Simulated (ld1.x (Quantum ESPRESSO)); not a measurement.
Transferability test, TM potential for germanium (Ge)

- Element: Ge
- Generator: ld1.x (Quantum ESPRESSO) 7.5
- Type: norm-conserving Troullier–Martins (Kleinman–Bylander form)
- Functional: LDA (PZ)
- Relativity: scalar-relativistic
- Frozen core: [Ar]
- Valence charge: 14
- Reference configuration: 3d10 4s2 4p2
- Partial waves: 4s (bound): rc 1.45 bohr; 4p (bound): rc 2.40 bohr; 3d (bound): rc 0.90 bohr
- Local potential: all-electron potential smoothed inside 0.75 bohr (lloc = -1)
- Core correction: none

Energies are relative to the spin-unpolarised reference configuration 3d10 4s2 4p2; without spin polarisation the order of configurations can differ from experiment. Spin-polarised rows fill each open shell by Hund’s rule, majority spin first. Not all tests gave a result: 2 of 9 tests not solved or not reliable. Left out of the table: 3d9 4s2 4p2 (solver errors, printed error -18.8 eV); 3d9 4s2 4p3 (solver errors, printed error -2484 eV). The frozen-core shift is the all-electron ΔE with the core orbitals held at their reference shape minus the fully relaxed ΔE.

| valence configuration | charge | ΔE all-electron (eV) | error AE − PS (meV) | frozen-core shift (meV) |
| --- | --- | --- | --- | --- |
| 3d10 4s2 4p1 | +1 | 7.636 | -1.2 | +0.8 |
| 3d10 4s2 4p0 | +2 | 23.352 | -3.4 | +3.1 |
| 3d10 4s2 4p2.3 | -0.3 | -0.928 | +0.1 | -0.1 |
| 3d10 4s0 4p0 | +4 | 105.224 | +33 | +32 |
| 3d10 4s2 4p2 (spin-polarised) | 0 | -0.563 | +6.1 | +0.2 |
| 3d10 4s2 4p1 (spin-polarised) | +1 | 7.451 | +1.5 | +0.9 |

What are ΔE and the potential's error for 3d10 4s1 4p0?

ΔE = 58.570 eV all-electron; the error (AE − PS) is +6.2 meV.

Levels in the configuration 3d10 4s2 4p2 (spin-polarised):

```
  level  all-electron (eV)  pseudo (eV)
  3d up            -29.454      -29.440
  4s up            -12.348      -12.358
  4p up             -4.451       -4.454
3d down            -29.292      -29.291
4s down            -11.164      -11.143
```

These tests converged, but a pseudo level misses the all-electron one widely, so the file describes the atom poorly there or has found another state: 3d10 4s0 4p0: empty 4p by 7.4 eV. A variational frozen-core shift is positive and of second order in the change. This column holds negative values, so the frozen-core run of ld1.x carries numerical noise or an error of first order here, and the column gives no more than the rough size of the effect.

Note: ghost states, extra bound levels that the all-electron valence spectrum of the same l lacks: s at -288.7 eV, p at -48.0 eV. A true bound ghost makes a file unfit for plane-wave use.
